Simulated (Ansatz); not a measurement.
Spin gap between two states, R1 and P1; the higher of the two is an excited state, each structure at its B3LYP-D3(BJ)/def2-TZVP stationary point, reached from a drawn start (curvature not checked).
R1: O atom, charge 0, multiplicity 3.
P1: O atom, charge 0, multiplicity 1.

P less R. No zero-point or thermal terms; singlets are restricted closed shells; open shells are unrestricted; no spin–orbit coupling.

Cores are frozen in the correlated methods. CBS: X⁻³ extrapolation of the correlation energy, Hartree–Fock from the larger set.

Run with Ansatz (Gaussian orbitals). Each number belongs to the level named beside it.

```
level                          spin gap (kJ/mol)
-----------------------------  -----------------
HF/cc-pVQZ                                 335.1
B3LYP/def2-TZVPP                           266.4
wB97M-V/def2-TZVPP                         247.9
SCS-MP2/cc-pVTZ                            255.2
CCSD/cc-pVDZ                               236.2
CCSD/cc-pVTZ                               232.7
CCSD/cc-pVQZ                               230.2
CCSD(T)/cc-pVDZ                                ?
CCSD(T)/CBS(cc-pVTZ, cc-pVQZ)                  ?
```

Complete the blanks.


- CCSD(T)/cc-pVDZ, spin gap (kJ/mol): 218.6
- CCSD(T)/CBS(cc-pVTZ, cc-pVQZ), spin gap (kJ/mol): 208.7

Ansatz is a first-principles code.
